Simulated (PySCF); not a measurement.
C₄H₁₁NSi.

```xyz
17

C     -0.7918    -2.2864     0.8553
C     -0.3763    -0.9185     0.3859
C      0.7737    -0.6742    -0.2684
Si     1.4772     0.9893    -0.8037
C     -1.3430     0.1937     0.7390
N     -1.1044     1.3826    -0.0630
H     -0.0263    -3.0443     0.6381
H     -1.7376    -2.5986     0.3771
H     -0.9806    -2.2884     1.9441
H      1.4173    -1.5425    -0.4615
H      1.6295     1.9996     0.2833
H      2.8854     0.6576    -1.2242
H      0.8609     1.5987    -2.0196
H     -2.3819    -0.1916     0.6709
H     -1.1972     0.4511     1.8045
H     -1.4443     2.2311     0.3849
H     -1.5507     1.3114    -0.9763
```
Charge 0, spin multiplicity 1.

Geometry: B3LYP-D3(BJ)/def2-SVP. The structure was generated by enumeration; whether it is a known compound was not checked. The values are those of a single conformer.

All values below come from PBE/pcSseg-1 run with PySCF. Non-relativistic, no solvent.

Task: Give the absolute GIAO shielding of each atom: isotropic value and principal components (ppm). (The exact figures need the calculation; the answer reports its results.)

Result: 
```csv
atom,σ(iso),σ11,σ22,σ33,span
C1,152.6,133.6,142.3,182.0,48.4
C2,17.9,-104.1,16.6,141.1,245.2
C3,57.7,-41.6,61.0,153.6,195.1
Si4,432.0,405.1,412.9,477.9,72.7
C5,126.3,102.4,122.8,153.7,51.3
N6,208.2,193.7,207.9,222.9,29.1
H7,29.3,25.5,28.4,33.8,8.3
H8,29.4,26.1,27.7,34.5,8.4
H9,29.5,26.0,27.9,34.6,8.6
H10,25.5,23.7,24.3,28.5,4.8
H11,26.6,22.8,26.1,30.9,8.1
H12,27.0,23.5,25.3,32.3,8.8
H13,26.7,22.8,26.2,30.9,8.1
H14,27.6,21.9,28.3,32.6,10.8
H15,27.8,24.1,27.5,31.6,7.5
H16,30.1,24.0,27.5,38.8,14.8
H17,30.9,25.6,28.5,38.5,12.9
```
